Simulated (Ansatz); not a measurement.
Si₄O₄. Charge 0, multiplicity 3. Geometry B3LYP-D4/def2-SVP, that of the neutral singlet; atoms count from 1.

```
atom    x (Å)    y (Å)    z (Å)
 Si1   0.1696   2.1269   0.7066
 Si2   0.9790  -2.0159  -0.1725
 Si3   0.2572   0.5125  -2.1734
 Si4  -1.4057  -0.6235   1.6393
  O5  -0.7468   0.9086   1.4181
  O6   0.7474  -0.9085  -1.4177
  O7   0.2578   1.5985  -0.8884
  O8  -0.2586  -1.5986   0.8881
```

At PBE0-D4/def2-TZVP a singlet of charge 0 lies 2.64 eV below the triplet at the same geometry. The structure comes from a short search, and lower isomers may exist.

Q: Estimate the Mulliken populations from the PBE0/def2-TZVP orbitals of Ansatz.

A: 
```csv
atom,charge (e),spin (α − β)
Si1,0.28,1.60
Si2,0.34,0.03
Si3,0.36,0.11
Si4,0.36,0.11
O5,-0.33,0.08
O6,-0.35,0.00
O7,-0.33,0.08
O8,-0.35,0.00
```
Mulliken values depend strongly on the basis.

Q: Where does the spin sit?

A: Summed by element: Si 1.85, O 0.15, of 2 unpaired in all. Largest on single atoms: Si1 1.60, Si3 0.11, Si4 0.11.

Q: And the Mayer bond orders between heavy atoms (over 0.3)?

A: Si1–O5 1.13 (1.68 Å); Si1–O7 1.13 (1.68 Å); Si2–O6 1.11 (1.68 Å); Si2–O8 1.11 (1.68 Å); Si3–O6 1.13 (1.68 Å); Si3–O7 1.13 (1.68 Å); Si4–O5 1.13 (1.68 Å); Si4–O8 1.13 (1.68 Å).
